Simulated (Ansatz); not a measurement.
A structure relaxed at PBE0-D4/def2-TZVP, charge 0, multiplicity 1:

Cartesian coordinates in Å:
```
C -1.120 1.559 -0.736
B -0.961 0.022 -0.533
C -0.097 -0.599 0.580
N 0.465 0.298 1.574
Si 1.366 -1.252 -0.461
H -1.242 1.851 -1.782
H -0.324 2.147 -0.275
H -2.059 1.849 -0.239
H -1.511 -0.750 -1.275
H -0.569 -1.517 0.969
H 0.983 -0.192 2.290
H -0.242 0.865 2.022
H 1.873 -0.212 -1.395
H 2.454 -1.606 0.491
H 0.982 -2.464 -1.231
```

(1) Give its formula and SMILES.

(2) Point group (tolerance 0.08 Å, 0.16 Å for H)?

(3) Summarise the bond lengths by kind.

## Answers

(1) C2H10BNSi, `CBC(N)[SiH3]`.

(2) C1.

(3) 2 × B–C 1.540 to 1.558 Å; 4 × C–H 1.092 to 1.104 Å; 1 × B–H 1.203 Å; 1 × C–N 1.452 Å; 1 × C–Si 1.911 Å; 2 × H–N 1.010 to 1.011 Å; 3 × H–Si 1.486 to 1.488 Å.

All numbers were calculated with Ansatz.
